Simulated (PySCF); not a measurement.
C₂H₂F₃O₂, charge +1, singlet, at a GFN2-xTB geometry; B3LYP/6-31G run with PySCF.

PySCF was given this input:
```python
from pyscf import gto, scf, dft

mol = gto.M(
    atom='''
O     1.60853260   -0.88459897    0.02028416
C     0.90805593    0.14957858   -0.08119017
O     1.25456321    1.33780754   -0.27055162
C    -0.66666345   -0.09815298    0.05643252
F    -1.30533713    1.03736901   -0.08535804
F    -0.89868137   -0.60744521    1.24860373
F    -1.03378219   -0.94934942   -0.87846494
H     2.59287415   -0.88028630   -0.04247575
H     2.19421086    1.62089485   -0.36986561
''',
    basis='6-31g',
    charge=1,
    verbose=4,
)

mf = dft.RKS(mol)
mf.xc = 'b3lyp'
mf.conv_tol = 1e-11
mf.kernel()
mf.analyze()
```

What the program printed (banner, timings and long lists left out):

```
PySCF version 2.14.0

[INPUT] verbose = 4
[INPUT] num. atoms = 9
[INPUT] num. electrons = 56
[INPUT] charge = 1
[INPUT] spin (= nelec alpha-beta = 2S) = 0
[INPUT] symmetry False subgroup None
[INPUT] Mole.unit = angstrom
[INPUT] Symbol           X                Y                Z      unit          X                Y                Z       unit  Magmom
[INPUT]  1 O      1.608532600000  -0.884598970000   0.020284160000 AA    3.039686076435  -1.671649783372   0.038331507067 Bohr   0.0
[INPUT]  2 C      0.908055930000   0.149578580000  -0.081190170000 AA    1.715977013487   0.282662550301  -0.153427185307 Bohr   0.0
[INPUT]  3 O      1.254563210000   1.337807540000  -0.270551620000 AA    2.370780872855   2.528089857978  -0.511268464357 Bohr   0.0
[INPUT]  4 C     -0.666663450000  -0.098152980000   0.056432520000 AA   -1.259811337758  -0.185482250510   0.106642007319 Bohr   0.0
[INPUT]  5 F     -1.305337130000   1.037369010000  -0.085358040000 AA   -2.466729675926   1.960343319011  -0.161303318130 Bohr   0.0
[INPUT]  6 F     -0.898681370000  -0.607445210000   1.248603730000 AA   -1.698261662549  -1.147905082579   2.359519087810 Bohr   0.0
[INPUT]  7 F     -1.033782190000  -0.949349420000  -0.878464940000 AA   -1.953565211553  -1.794010400315  -1.660058146632 Bohr   0.0
[INPUT]  8 H      2.592874150000  -0.880286300000  -0.042475750000 AA    4.899822018964  -1.663500018207  -0.080267534435 Bohr   0.0
[INPUT]  9 H      2.194210860000   1.620894850000  -0.369865610000 AA    4.146457584946   3.063047343218  -0.698944705795 Bohr   0.0

nuclear repulsion = 349.884478314929
number of shells = 39
number of NR pGTOs = 162
number of NR cGTOs = 67
basis = 6-31g
ecp = {}

******** <class 'pyscf.dft.rks.RKS'> ********
method = RKS
initial guess = minao
damping factor = 0
level_shift factor = 0
DIIS = <class 'pyscf.scf.diis.CDIIS'>
diis_start_cycle = 1
diis_space = 8
diis_damp = 0
SCF conv_tol = 1e-11
SCF conv_tol_grad = None
SCF max_cycles = 50
direct_scf = True
direct_scf_tol = 1e-13
XC library pyscf.dft.libxc version 7.1.2
    S. Lehtola, C. Steigemann, M. J. T. Oliveira, and M. A. L. Marques,  SoftwareX 7, 1–5 (2018)
XC functionals = b3lyp
    P. J. Stephens, F. J. Devlin, C. F. Chabalowski, and M. J. Frisch,  J. Phys. Chem. 98, 11623 (1994)
radial grids:
    Treutler-Ahlrichs [JCP 102, 346 (1995); DOI:10.1063/1.469408] (M4) radial grids

becke partition: Becke, JCP 88, 2547 (1988); DOI:10.1063/1.454033
pruning grids: <function nwchem_prune>
grids dens level: 3
symmetrized grids: False
atomic radii adjust function: <function treutler_atomic_radii_adjust>
small_rho_cutoff = 0
Set gradient conv threshold to 3.16228e-06
Initial guess from minao.
tot grids = 118808
init E= -528.671483973992
  HOMO = -0.373063306723809  LUMO = -0.0732106088864493  gap/eV = 8.15941
cycle= 1 E= -526.566228164377  delta_E= 2.11  |g|=  1.2  |ddm|= 3.15
  HOMO = -0.529695153885252  LUMO = -0.38312182414119  gap/eV = 3.98846
cycle= 2 E= -526.023120485611  delta_E= 0.543  |g|= 2.18  |ddm|= 2.76
  HOMO = -0.608694979548892  LUMO = -0.329785856684426  gap/eV = 7.58950
cycle= 3 E= -526.8732315714  delta_E= -0.85  |g|= 0.0609  |ddm|= 1.63
  HOMO = -0.611040828668964  LUMO = -0.339603530025717  gap/eV = 7.38619
cycle= 4 E= -526.873690678495  delta_E= -0.000459  |g|= 0.0399  |ddm|= 0.101
  HOMO = -0.611504774215753  LUMO = -0.331751113826024  gap/eV = 7.61248
cycle= 5 E= -526.874072931712  delta_E= -0.000382  |g|= 0.00844  |ddm|= 0.0426
  HOMO = -0.611480404147462  LUMO = -0.331230536016625  gap/eV = 7.62599
cycle= 6 E= -526.87408406871  delta_E= -1.11e-05  |g|= 0.00319  |ddm|= 0.00844
  HOMO = -0.611330348668661  LUMO = -0.331289460388633  gap/eV = 7.62030
cycle= 7 E= -526.874085761008  delta_E= -1.69e-06  |g|= 0.00123  |ddm|= 0.00302
  HOMO = -0.611328912682542  LUMO = -0.331338008425242  gap/eV = 7.61894
cycle= 8 E= -526.874086033015  delta_E= -2.72e-07  |g|= 0.000163  |ddm|= 0.000903
  HOMO = -0.611362845271994  LUMO = -0.331349902202549  gap/eV = 7.61954
cycle= 9 E= -526.87408603843  delta_E= -5.41e-09  |g|= 4.72e-05  |ddm|= 0.000194
  HOMO = -0.611359820109808  LUMO = -0.331348053336247  gap/eV = 7.61951
cycle= 10 E= -526.874086038809  delta_E= -3.79e-10  |g|= 2.06e-05  |ddm|= 4.74e-05
  HOMO = -0.611357826249236  LUMO = -0.331347736754027  gap/eV = 7.61946
cycle= 11 E= -526.874086038878  delta_E= -6.96e-11  |g|= 3.71e-06  |ddm|= 1.66e-05
  HOMO = -0.611358029266661  LUMO = -0.331347759507352  gap/eV = 7.61947
cycle= 12 E= -526.874086038883  delta_E= -4.32e-12  |g|= 6.43e-07  |ddm|= 3.98e-06
  HOMO = -0.611357951751322  LUMO = -0.331347742696655  gap/eV = 7.61947
Extra cycle  E= -526.874086038885  delta_E= -2.05e-12  |g|= 9.89e-07  |ddm|= 1.21e-06
converged SCF energy = -526.874086038885
**** SCF Summaries ****
Total Energy =                        -526.874086038884798
Nuclear Repulsion Energy =             349.884478314928572
One-electron Energy =                -1409.357335463186701
Two-electron Energy =                  532.598771109373274
Two-electron Coulomb Energy =          592.476770801612702
DFT Exchange-Correlation Energy =      -59.877999692239378
HOMO-LUMO gap [eV] =                     7.619465888127440
**** MO energy ****
MO #1   energy= -24.9418341945506  occ= 2
MO #2   energy= -24.941077120713   occ= 2
MO #3   energy= -24.9410387872133  occ= 2
MO #4   energy= -19.53002813118    occ= 2
MO #5   energy= -19.5288552076623  occ= 2
MO #6   energy= -10.6836738927535  occ= 2
MO #7   energy= -10.6773536283482  occ= 2
MO #8   energy= -1.56106872462987  occ= 2
MO #9   energy= -1.49212344148277  occ= 2
MO #10  energy= -1.45960613749948  occ= 2
MO #11  energy= -1.45709369031183  occ= 2
MO #12  energy= -1.41180230905713  occ= 2
MO #13  energy= -1.04842311242651  occ= 2
MO #14  energy= -0.967077623700558 occ= 2
MO #15  energy= -0.920418266772002 occ= 2
MO #16  energy= -0.84808334347519  occ= 2
MO #17  energy= -0.816586074291069 occ= 2
MO #18  energy= -0.801845670590327 occ= 2
MO #19  energy= -0.780618731474557 occ= 2
MO #20  energy= -0.745460218626546 occ= 2
MO #21  energy= -0.675995993520697 occ= 2
MO #22  energy= -0.671416596068602 occ= 2
MO #23  energy= -0.664300666151502 occ= 2
MO #24  energy= -0.659950544832423 occ= 2
MO #25  energy= -0.634696546233163 occ= 2
MO #26  energy= -0.630639676314974 occ= 2
MO #27  energy= -0.611652575090562 occ= 2
MO #28  energy= -0.611357951751322 occ= 2
MO #29  energy= -0.331347742696655 occ= 0
MO #30  energy= -0.227061949095738 occ= 0
MO #31  energy= -0.192791128225766 occ= 0
MO #32  energy= -0.0764728519012716 occ= 0
MO #33  energy= -0.0476042362774267 occ= 0
MO #34  energy= -0.0391006002357983 occ= 0
MO #35  energy= -0.0115625837031414 occ= 0
MO #36  energy= -0.00505094356034252 occ= 0
 ** Mulliken pop on meta-lowdin orthogonal AOs  **
 ** Mulliken pop  **
 ** Mulliken atomic charges  **
charge of    0O =     -0.23284
charge of    1C =      0.49490
charge of    2O =     -0.22959
charge of    3C =      0.69247
charge of    4F =     -0.17610
charge of    5F =     -0.18047
charge of    6F =     -0.18019
charge of    7H =      0.40587
charge of    8H =      0.40594

WARN: System has nonzero charge 1; the dipole moment is origin-dependent.
Location of origin: [0. 0. 0.]

Dipole moment(X, Y, Z, Debye):  9.73493,  1.59381, -0.85674
```
